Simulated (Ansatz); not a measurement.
Isomers of Tl3H4 (doublet), relaxed with PBE-D4/def2-SVP; total energies from Ansatz at ωB97X-V/def2-TZVP.

| isomer | description | energy (Eh) |
| --- | --- | --- |
| A | point group C2v; 6 × H–Tl 2.06 to 2.10 Å | -519.79486 |
| B | point group Cs; 3 × H–Tl 1.83 to 1.94 Å | -519.79663 |
| C | point group not assigned; 2 × Tl–Tl 3.04 to 3.25 Å; 4 × H–Tl 1.92 to 1.99 Å | -519.77859 |

In the def2 sets Tl takes a core potential; there is no spin–orbit coupling.

The isomers come from a short search, and lower ones may exist.

Q: Work out the relative energies (1 Eh = 2625.5 kJ/mol) and the Boltzmann populations at 298 K from electronic energies alone (R = 8.314 J/mol/K).

A: ΔE: A 4.6, B 0.0, C 47.4 kJ/mol. RT = 2.48 kJ/mol. Factors exp(−ΔE/RT): A 0.156, B 1, C 5e-09; sum 1.156. Populations: A 13.5 %, B 86.5 %, C 0.0 %. Zero-point energy, vibrational entropy and symmetry numbers are left out and can shift these; an error of 4 kJ/mol changes a ratio by a factor of 5.0. Over the other density-functional and correlated levels in def2 sets, the gap between B and A ranges from -18 to 11 kJ/mol.
